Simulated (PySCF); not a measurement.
## Shieldings and the share of exact exchange

Molecule: SMILES [SiH3]C([SiH3])[SiH3], CH₁₀Si₃.

Numbering as in the mapped SMILES `[SiH3:1][CH:2]([SiH3:3])[SiH3:4]`. Each H is labelled by its parent atom.

GIAO shieldings (ppm, equivalent atoms averaged) in PySCF 2.14 on the PBE0-D3(BJ)/def2-SVP geometry, basis pcSseg-1, gas phase, non-relativistic:

| functional | exact exchange (%) | σ(Si1/Si3/Si4) |
| --- | --- | --- |
| BLYP | 0 | 389.2 |
| BP86 | 0 | 398.2 |
| PBE | 0 | 399.6 |
| B3LYP | 20 | 400.8 |
| PBE0 | 25 | 413.7 |
| mPW1PW91 | 25 | 411.6 |
| HF | 100 | 448.4 |

**Question.** Fit each shielding as a line in the percentage of exact exchange.

**Answer.** σ(Si1/Si3/Si4) = 395.9 + 0.53 x (rms 4.2 ppm). The functionals also differ in their semilocal parts, which the line can't hold; Hartree–Fock has no correlation at all.

**Question.** What does the line predict for BHandHLYP (50 %), and what does the run give?

**Answer.** σ(Si1/Si3/Si4): 422.4 predicted, 418.0 computed ppm.
